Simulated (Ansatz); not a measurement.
Born–Oppenheimer molecular dynamics of H3LiOSSi (7 atoms, charge 0, multiplicity 1). It starts at the highest image of a converged band, a first-order saddle point between two minima.

These are results of RKS PBE-D4/def2-SVP in Ansatz, not measurements.

```
ensemble                      : NVE (velocity Verlet)
time step                     : 0.5 fs
steps asked                   : 200
starting velocities drawn for : 100 K
seed                          : 4287
```

Frames 1 fs apart, positions in Å, forces in eV/Å.

Velocities at 85.0 fs (Å/ps):

```
Li -2.08 3.14 -9.11
O 0.56 -2.12 2.96
S -1.92 2.17 0.78
Si 1.65 -0.69 2.27
H -5.16 -29.74 -56.75
H 5.08 0.24 -14.91
H 20.39 -8.24 -0.79
```

```xyz
7
Properties=species:S:1:pos:R:3:forces:R:3 time_fs=85.0 energy_less_start_eV=-0.263 T=507
Li -0.219 -1.165 1.117 0.07 -0.02 -0.07
O 1.496 -1.190 0.630 0.04 1.00 -0.47
S 1.430 -0.241 -0.685 -0.66 -1.52 -0.44
Si -0.904 0.753 -0.596 -0.02 -0.76 -0.45
H 1.173 1.103 -0.494 0.70 0.81 0.87
H -0.348 0.770 0.860 -0.45 0.02 0.38
H -1.564 -0.738 -0.424 0.32 0.47 0.18
7
Properties=species:S:1:pos:R:3:forces:R:3 time_fs=86.0 energy_less_start_eV=-0.171 T=364
Li -0.221 -1.162 1.108 0.07 -0.03 -0.05
O 1.497 -1.192 0.633 0.04 1.12 -0.44
S 1.428 -0.239 -0.684 -0.50 -2.43 -0.71
Si -0.902 0.752 -0.593 -0.09 -0.77 -0.62
H 1.171 1.078 -0.546 0.59 1.60 1.11
H -0.345 0.771 0.847 -0.38 0.04 0.53
H -1.542 -0.744 -0.424 0.26 0.46 0.18
7
Properties=species:S:1:pos:R:3:forces:R:3 time_fs=87.0 energy_less_start_eV=-0.101 T=258
Li -0.223 -1.159 1.099 0.08 -0.05 -0.03
O 1.498 -1.193 0.636 0.05 1.22 -0.42
S 1.426 -0.238 -0.684 -0.41 -2.97 -0.85
Si -0.901 0.751 -0.592 -0.10 -0.73 -0.75
H 1.174 1.068 -0.588 0.52 2.06 1.23
H -0.345 0.772 0.839 -0.32 0.06 0.64
H -1.518 -0.745 -0.422 0.19 0.41 0.18
7
Properties=species:S:1:pos:R:3:forces:R:3 time_fs=88.0 energy_less_start_eV=-0.091 T=241
Li -0.225 -1.156 1.090 0.08 -0.05 -0.01
O 1.498 -1.193 0.638 0.06 1.28 -0.43
S 1.424 -0.238 -0.683 -0.44 -2.93 -0.86
Si -0.899 0.750 -0.590 -0.05 -0.66 -0.82
H 1.183 1.077 -0.618 0.53 1.97 1.26
H -0.349 0.773 0.837 -0.27 0.08 0.69
H -1.492 -0.743 -0.419 0.10 0.31 0.17
7
Properties=species:S:1:pos:R:3:forces:R:3 time_fs=89.0 energy_less_start_eV=-0.134 T=307
Li -0.227 -1.153 1.081 0.08 -0.05 0.02
O 1.499 -1.193 0.640 0.08 1.32 -0.47
S 1.421 -0.239 -0.683 -0.55 -2.39 -0.78
Si -0.897 0.748 -0.588 0.06 -0.55 -0.81
H 1.197 1.106 -0.636 0.59 1.39 1.21
H -0.355 0.775 0.842 -0.26 0.10 0.67
H -1.465 -0.738 -0.413 -0.01 0.18 0.15
7
Properties=species:S:1:pos:R:3:forces:R:3 time_fs=90.0 energy_less_start_eV=-0.193 T=398
Li -0.228 -1.150 1.071 0.08 -0.05 0.06
O 1.500 -1.192 0.642 0.10 1.32 -0.54
S 1.419 -0.240 -0.684 -0.67 -1.59 -0.64
Si -0.896 0.746 -0.587 0.21 -0.40 -0.73
H 1.216 1.147 -0.643 0.66 0.59 1.13
H -0.364 0.778 0.853 -0.27 0.12 0.58
H -1.438 -0.731 -0.407 -0.12 0.02 0.14
7
Properties=species:S:1:pos:R:3:forces:R:3 time_fs=91.0 energy_less_start_eV=-0.238 T=467
Li -0.230 -1.147 1.062 0.08 -0.04 0.10
O 1.500 -1.190 0.643 0.13 1.30 -0.62
S 1.416 -0.242 -0.684 -0.74 -0.80 -0.45
Si -0.894 0.744 -0.586 0.38 -0.24 -0.59
H 1.242 1.194 -0.638 0.68 -0.18 1.01
H -0.375 0.782 0.870 -0.29 0.12 0.43
H -1.412 -0.724 -0.399 -0.23 -0.15 0.12
7
Properties=species:S:1:pos:R:3:forces:R:3 time_fs=92.0 energy_less_start_eV=-0.261 T=503
Li -0.231 -1.145 1.053 0.08 -0.04 0.15
O 1.501 -1.187 0.644 0.14 1.25 -0.71
S 1.413 -0.244 -0.685 -0.75 -0.14 -0.25
Si -0.892 0.743 -0.586 0.52 -0.08 -0.42
H 1.274 1.240 -0.624 0.66 -0.81 0.88
H -0.389 0.787 0.890 -0.32 0.12 0.25
H -1.389 -0.718 -0.390 -0.33 -0.31 0.10
7
Properties=species:S:1:pos:R:3:forces:R:3 time_fs=93.0 energy_less_start_eV=-0.272 T=521
Li -0.233 -1.142 1.044 0.08 -0.04 0.20
O 1.502 -1.183 0.645 0.15 1.20 -0.78
S 1.410 -0.246 -0.685 -0.72 0.38 -0.05
Si -0.890 0.741 -0.585 0.62 0.04 -0.25
H 1.313 1.277 -0.602 0.62 -1.27 0.75
H -0.407 0.794 0.914 -0.34 0.11 0.06
H -1.368 -0.715 -0.380 -0.41 -0.42 0.08
7
Properties=species:S:1:pos:R:3:forces:R:3 time_fs=94.0 energy_less_start_eV=-0.288 T=546
Li -0.234 -1.139 1.036 0.09 -0.04 0.25
O 1.503 -1.179 0.645 0.16 1.12 -0.83
S 1.406 -0.248 -0.686 -0.65 0.77 0.14
Si -0.888 0.739 -0.585 0.66 0.11 -0.09
H 1.357 1.303 -0.572 0.55 -1.58 0.61
H -0.427 0.801 0.938 -0.34 0.10 -0.12
H -1.351 -0.717 -0.369 -0.46 -0.47 0.04
7
Properties=species:S:1:pos:R:3:forces:R:3 time_fs=95.0 energy_less_start_eV=-0.321 T=597
Li -0.235 -1.137 1.028 0.10 -0.05 0.31
O 1.504 -1.174 0.645 0.16 1.03 -0.85
S 1.403 -0.249 -0.687 -0.57 1.07 0.31
Si -0.886 0.737 -0.584 0.64 0.11 0.04
H 1.407 1.314 -0.537 0.48 -1.78 0.46
H -0.451 0.810 0.960 -0.33 0.07 -0.28
H -1.339 -0.722 -0.358 -0.47 -0.45 0.00
7
Properties=species:S:1:pos:R:3:forces:R:3 time_fs=96.0 energy_less_start_eV=-0.379 T=687
Li -0.236 -1.134 1.020 0.12 -0.06 0.37
O 1.506 -1.169 0.644 0.15 0.91 -0.84
S 1.399 -0.251 -0.687 -0.47 1.28 0.45
Si -0.883 0.735 -0.584 0.57 0.05 0.15
H 1.461 1.307 -0.497 0.40 -1.87 0.32
H -0.478 0.819 0.980 -0.29 0.04 -0.40
H -1.332 -0.732 -0.347 -0.46 -0.35 -0.06
```

Of the whole run (100 fs, mean temperature of the second half 701 K): The conserved energy stayed within 0.17 meV per atom of its start (net change -0.14 meV per atom), so the integration is sound. The system heated up, since it started high on the potential surface and ran downhill. A run of 0.1 ps of so small a system gives no equilibrium averages. The orbitals stay closed-shell, which can raise the energy where a bond breaks towards radicals; this wasn't checked here.

Time of the run: 4.1 min on 1 thread of Intel(R) Xeon(R) 6975P-C (Granite Rapids), with other jobs on the host, peak memory 0.14 GiB.
